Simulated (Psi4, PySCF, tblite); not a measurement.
Interaction energy of H4Si ··· BCl3 (SMILES [SiH4] and ClB(Cl)Cl). Monomers: optimised at B3LYP-D3(BJ) (def2-TZVP), held rigid. Orientation: a random orientation, not optimised. Only R, the distance of the centres of mass, is varied, so the lowest point isn't the relaxed dimer.

Geometry at R = 4.60 Å (first 5 atoms: monomer A):
```
9

Si     0.0000     0.0000     0.0000
H     -0.2279    -1.0576    -1.0104
H     -0.7218     1.2288    -0.4004
H      1.4490     0.2877     0.0950
H     -0.4993    -0.4589     1.3159
Cl     2.6475    -2.7922    -0.4554
B      1.8700    -4.1965     0.2297
Cl     2.7294    -5.7127     0.3193
Cl     0.2332    -4.0845     0.8249
```

Levels: RMP2/3-21G = restricted MP2 (frozen core)/3-21G, no counterpoise correction (PySCF); GFN2-xTB (tblite); RKS-M06-2X/6-31G* = restricted M06-2X/6-31G*, spherical d, no counterpoise correction (PySCF); SAPT0/jun-cc-pVDZ, frozen core (Psi4).

Interaction energies in kcal/mol; the last columns give the difference from SAPT0:

```
R / Å  RMP2/3-21G  GFN2-xTB  RKS-M06-2X/6-31G*  SAPT0/jun-cc-pVDZ  RMP2/3-21G − SAPT0/jun-cc-pVDZ  GFN2-xTB − SAPT0/jun-cc-pVDZ  RKS-M06-2X/6-31G* − SAPT0/jun-cc-pVDZ
-----  ----------  --------  -----------------  -----------------  ------------------------------  ----------------------------  -------------------------------------
3.97         3.84      0.24               1.73               4.48                           -0.63                         -4.24                                  -2.74
4.22         0.60     -1.17              -0.49               1.44                           -0.84                         -2.60                                  -1.93
4.39        -0.36     -1.47              -1.00               0.43                           -0.79                         -1.90                                  -1.43
4.60        -0.82     -1.50              -1.11              -0.18                           -0.65                         -1.32                                  -0.93
4.83        -0.89     -1.35              -0.99              -0.42                           -0.47                         -0.93                                  -0.57
4.97        -0.83     -1.22              -0.88              -0.46                           -0.37                         -0.76                                  -0.43
5.32        -0.59     -0.92              -0.66              -0.41                           -0.18                         -0.51                                  -0.25
5.57        -0.42     -0.73              -0.52              -0.34                           -0.08                         -0.39                                  -0.18
6.08        -0.19     -0.45              -0.27              -0.21                            0.02                         -0.24                                  -0.06
6.78        -0.07     -0.22              -0.07              -0.11                            0.04                         -0.12                                   0.03
7.78        -0.02     -0.09              -0.01              -0.04                            0.02                         -0.05                                   0.03
9.12        -0.01     -0.03              -0.01              -0.02                            0.01                         -0.02                                   0.01
```

RMP2/3-21G is furthest from SAPT0/jun-cc-pVDZ at 4.22 (-0.84 kcal/mol, below); its mean absolute difference over the points is 0.34 kcal/mol.

GFN2-xTB is furthest from SAPT0/jun-cc-pVDZ at 3.97 (-4.24 kcal/mol, below); its mean absolute difference over the points is 1.09 kcal/mol.

RKS-M06-2X/6-31G* is furthest from SAPT0/jun-cc-pVDZ at 3.97 (-2.74 kcal/mol, below); its mean absolute difference over the points is 0.71 kcal/mol.
